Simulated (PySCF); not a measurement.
Isomers of C5H8Si.

All values: PBE0/6-31G (PySCF) at PBE0-D3(BJ)/def2-SVP geometries, gas phase, one conformer each.

Question: Rank by the lowest IAO charge on any atom, lowest value first.
A. `C#C/C([SiH3])=C/C`
B. `[CH:1]#[C:2][CH2:3][SiH:4]1[CH2:5][CH2:6]1` with C2–C3–Si4–C5 152°
C. `[CH2:1]=[C:2]=[C:3]=[CH:4][CH2:5][SiH3:6]` with C3–C4–C5–Si6 102°
D. `[CH:1]#[C:2][C:3](=[CH2:4])[SiH2:5][CH3:6]` with C2–C3–Si5–C6 -57°

Answer: D (-0.705 e), B (-0.532 e), C (-0.511 e), A (-0.439 e).

Question: Rank by HOMO–LUMO gap, highest first.
A. `[CH2:1]=[CH:2][Si@H:3]1[CH:4]=[CH:5][CH2:6]1` with C1–C2–Si3–C4 134°
B. `[CH2:1]=[C:2]=[C:3]=[CH:4][CH2:5][SiH3:6]` with C3–C4–C5–Si6 102°
C. `C(/C)=C(/[SiH3])C#C`
D. `[CH:1]#[C:2][C:3](=[CH2:4])[SiH2:5][CH3:6]` with C2–C3–Si5–C6 -57°
E. `[CH:1]#[C:2][CH2:3][SiH:4]1[CH2:5][CH2:6]1` with C2–C3–Si4–C5 152°

Answer: E (7.93 eV), A (7.11 eV), D (6.21 eV), C (5.94 eV), B (5.27 eV).

All values together:

```csv
SMILES,μ (D),HOMO (eV),LUMO (eV),lowest IAO charge (e),highest IAO charge (e),lowest Hirshfeld charge (e),highest Hirshfeld charge (e)
C#C/C=C/[SiH2]C,0.76,-6.91,-0.88,-0.704 (C),+0.638 (Si),-0.192 (C),+0.309 (Si)
C#CC[SiH]1CC1,0.70,-6.77,1.15,-0.532 (C),+0.715 (Si),-0.162 (C),+0.286 (Si)
C=C[Si@H]1C=CC1,0.60,-7.29,-0.17,-0.541 (C),+0.791 (Si),-0.158 (C),+0.321 (Si)
C=C=C=CC[SiH3],0.65,-6.35,-1.08,-0.511 (C),+0.456 (Si),-0.129 (C),+0.283 (Si)
C#CC(=C)[SiH2]C,0.61,-6.92,-0.70,-0.705 (C),+0.652 (Si),-0.191 (C),+0.311 (Si)
C#C/C([SiH3])=C/C,1.25,-6.59,-0.65,-0.439 (C),+0.440 (Si),-0.125 (C),+0.279 (Si)
```

Conformers: `[CH:1]#[C:2]/[CH:3]=[CH:4]/[SiH2:5][CH3:6]` with C3–C4–Si5–C6 123°; `[CH:1]#[C:2][CH2:3][SiH:4]1[CH2:5][CH2:6]1` with C2–C3–Si4–C5 152°; `[CH2:1]=[CH:2][Si@H:3]1[CH:4]=[CH:5][CH2:6]1` with C1–C2–Si3–C4 134°; `[CH2:1]=[C:2]=[C:3]=[CH:4][CH2:5][SiH3:6]` with C3–C4–C5–Si6 102°; `[CH:1]#[C:2][C:3](=[CH2:4])[SiH2:5][CH3:6]` with C2–C3–Si5–C6 -57°.
